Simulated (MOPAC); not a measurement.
A run for MOPAC: PM3 on BAs, 2S+1 = 3, a spin state set in the input, which need not be the lowest, a point of a bond scan (R = 1.716 Å).

```
PM3 1SCF PRECISE CHARGE=0 UHF MS=1 THREADS=1
AsB

B      0.00000000 1     0.00000000 1     0.00000000 1
As     0.00000000 1     0.00000000 1     1.71580500 1
```

Output:

```
*******************************************************************************
 **                                                                           **
 **                              MOPAC v23.2.5                                **
 **                                                                           **
 *******************************************************************************
 ** MOPAC's Digital Object Identifier: https://doi.org/10.5281/zenodo.6511958 **
 **                                                                           **
 ** Please cite the open-source release paper for use of this MOPAC version:  **
 ** J. E. Moussa and J. J. P. Stewart (2026)                                  **
 ** MOPAC: An open-source semiempirical molecular orbital program             **
 ** J. Open Source Softw., 11(119), 8025, https://doi.org/10.21105/joss.08025 **
 *******************************************************************************

                              PM3 CALCULATION RESULTS

 *******************************************************************************
 *  PM3        - The PM3 Hamiltonian to be used
 *  UHF        - UNRESTRICTED HARTREE-FOCK CALCULATION
 *
 *
 *
 *                 CHARGE ON SYSTEM = 0
 *
 *
 *
 *  MS=        - IN MECI, MAGNETIC COMPONENT OF SPIN =  1.0
 *  PRECISE    - TIGHTER CRITERIA TO BE USED
 *  1SCF       - DO 1 SCF AND THEN STOP
 *  THREADS=1  - MULTI-THREADING NOT USED
 *  T=         - A TIME OF 172800.0 SECONDS REQUESTED
 *  DUMP=N     - RESTART FILE WRITTEN EVERY 7200.0 SECONDS REQUESTED
 *******************************************************************************
PM3 1SCF PRECISE CHARGE=0 UHF MS=1 THREADS=1
 AsB

   ATOM   CHEMICAL          X               Y               Z
  NUMBER   SYMBOL      (ANGSTROMS)     (ANGSTROMS)     (ANGSTROMS)

     1       B          0.00000000  *   0.00000000  *   0.00000000  *
     2      As          0.00000000  *   0.00000000  *   1.71580500  *



          CARTESIAN COORDINATES

    NO.       ATOM           X           Y           Z

     1         B          0.0000      0.0000      0.0000
     2        As          0.0000      0.0000      1.7158

  B: (PM3): J. J. P. STEWART, J. MOL. MOD., 10, 155-164 (2004)
 As: (PM3): J. J. P. STEWART, J. COMP. CHEM. 12, 320-341 (1991).

           Empirical Formula: B As  =     2 atoms



      MOLECULAR POINT GROUP   :   C*v


          UHF CALCULATION, NO. OF ALPHA ELECTRONS =    5
                           NO. OF BETA  ELECTRONS =    3

 -------------------------------------------------------------------------------
 PM3 1SCF PRECISE CHARGE=0 UHF MS=1 THREADS=1
 AsB



     1SCF WAS SPECIFIED, SO BFGS WAS NOT USED
     SCF FIELD WAS ACHIEVED


                              PM3 CALCULATION
                                                       MOPAC v23.2.5 Linux




          FINAL HEAT OF FORMATION =        136.41838 KCAL/MOL =     570.77448 KJ/MOL


          COSMO AREA              =         80.45 SQUARE ANGSTROMS
          COSMO VOLUME            =         64.80 CUBIC ANGSTROMS

          IONIZATION POTENTIAL    =          9.445871 EV
          ALPHA SOMO LUMO (EV)    =         -9.446  0.726
          BETA  SOMO LUMO (EV)    =         -9.907 -2.243
          NO. OF ALPHA ELECTRONS  =          5
          NO. OF BETA  ELECTRONS  =          3
          MOLECULAR WEIGHT        =         85.7316         POINT GROUP:  C*v

          MOLECULAR DIMENSIONS (Angstroms)

            Atom       Atom       Distance
           As     2    B     1     1.71581
           As     2    B     1     0.00000
            B     1   As     2     0.00000


          SCF CALCULATIONS        =          1





   ATOM   CHEMICAL          X               Y               Z
  NUMBER   SYMBOL      (ANGSTROMS)     (ANGSTROMS)     (ANGSTROMS)

     1       B          0.00000000  *   0.00000000  *   0.00000000  *
     2      As          0.00000000  *   0.00000000  *   1.71580500  *

                             CARTESIAN COORDINATES

   1    B        0.000000000     0.000000000     0.000000000
   2   As        0.000000000     0.000000000     1.715805000


           Empirical Formula: B As  =     2 atoms



      MOLECULAR POINT GROUP   :   C*v


          ALPHA EIGENVALUES
 -24.16526 -17.64975 -10.11117 -10.02299  -9.44587   0.72571   0.97110   2.09253


           BETA EIGENVALUES
 -23.11338 -14.50267  -9.90688  -2.24291  -0.98667   1.43122   2.24634   2.77381


              NET ATOMIC CHARGES AND DIPOLE CONTRIBUTIONS

  ATOM NO.   TYPE          CHARGE      No. of ELECS.   s-Pop       p-Pop
    1          B           0.131622        2.8684     1.77573     1.09265
    2         As          -0.131622        5.1316     1.87161     3.26001
 DIPOLE           X         Y         Z       TOTAL
 POINT-CHG.     0.000     0.000    -1.085     1.085
 HYBRID        -0.000    -0.000     0.434     0.434
 SUM           -0.000    -0.000    -0.651     0.651


          ATOMIC ORBITAL ELECTRON POPULATIONS

     Atom    s        px        py        pz
    1  B   1.77573   0.32402   0.19457   0.57406
    2 As   1.87161   1.67598   0.80543   0.77859


                    (SZ)    =    1.000000
                    (S**2)  =    2.019463


          ATOMIC ORBITAL SPIN POPULATIONS

    Atom   Total    s     px     py     pz
         Atomic
    1  B  0.6760  0.016  0.033  0.195  0.433
    2 As  1.3240  0.012 -0.033  0.805  0.540

 **********************
 *                    *
 * JOB ENDED NORMALLY *
 *                    *
 **********************




 == MOPAC DONE ==
```

The run finished.

Cost: roughly 0.020 core-seconds.
